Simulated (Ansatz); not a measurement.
C3H3 (SMILES C#C[CH2]) moved off its minimum; all values from Ansatz (a quantum-chemistry and plane-wave program), cores frozen in correlated methods. Open shells are unrestricted.
(charge 0, multiplicity 2)
```xyz
6

C      1.3012    -0.1686     0.1896
C      0.1226     0.0110     0.0063
C     -1.2161     0.1720    -0.1327
H      2.3631    -0.3438     0.2952
H     -1.6087     1.0616    -0.6393
H     -1.9474    -0.5581     0.2385
```

Forces at wB97M-V/def2-TZVPP (eV/Å):

| atom | Fx | Fy | Fz |
|---|---|---|---|
| C1 | 1.909 | -0.271 | 0.109 |
| C2 | -0.581 | -0.155 | 0.155 |
| C3 | -1.329 | 0.384 | -0.303 |
| H4 | -0.736 | 0.150 | -0.047 |
| H5 | 0.180 | -0.447 | 0.252 |
| H6 | 0.557 | 0.339 | -0.166 |

**Question.** Give the forces (eV/Å), the total energy and the dipole at CCSD(T)/cc-pVTZ.

**Answer.** 
| atom | Fx | Fy | Fz |
|---|---|---|---|
| C1 | 2.834 | -0.417 | 0.289 |
| C2 | -0.950 | -0.074 | 0.038 |
| C3 | -1.842 | 0.445 | -0.347 |
| H4 | -0.698 | 0.145 | -0.056 |
| H5 | 0.148 | -0.400 | 0.224 |
| H6 | 0.509 | 0.301 | -0.148 |
Energy -115.7761 hartree, dipole 0.08 D.

Doubts at one or more of the structures used: a spin-contaminated determinant (CCSD(T)/cc-pVTZ).
